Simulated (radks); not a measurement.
Values are calculated unless marked as measured or tabulated.
Excited configurations of Bi2+: one electron is placed in a higher orbital outside [Hg]. The ground configuration is [Hg] 6p1. Code: a radial shooting solver on a logarithmic mesh with Libxc functionals. Model: scalar-relativistic Kohn-Sham, BLYP, spin-polarised, spherical densities, point nucleus; open shells are filled with parallel spins first (spin-orbit coupling, left out, can overturn this in heavy ions). Excitation = E - E(ground); binding = E(ion) - E, where the ion is the core of charge +3; n* = 3/sqrt(2 binding) in atomic units, and the quantum defect is n - n*.

\begin{tabular}{lrrrrr}
outer orbital & excitation (eV) & binding (eV) & quantum defect & eigenvalue (eV) & <r> (bohr) \\ \hline
5f & 14.868 & 8.717 & 1.252 & -6.533 & 4.710 \\
6d & 10.682 & 12.902 & 2.919 & -10.339 & 3.982 \\
6f & 17.593 & 5.992 & 1.479 & -4.852 & 8.352 \\
7s & 9.596 & 13.989 & 4.041 & -11.915 & 4.556 \\
7p & 12.636 & 10.949 & 3.656 & -9.348 & 5.520 \\
7d & 16.061 & 7.523 & 2.966 & -6.312 & 7.538 \\
7f & 19.361 & 4.224 & 1.616 & -3.538 & 12.95 \\
\end{tabular}

The Delta-SCF ionisation energy is 23.585 eV (NIST Atomic Spectra Database: 25.571 eV, measured). Self-interaction in the functional shifts the binding energies and quantum defects, so they are the method's values and not measured ones. Open shells are spherical and high-spin; term and fine-structure splittings are not resolved. Spin-orbit splitting is averaged out at the scalar-relativistic level.
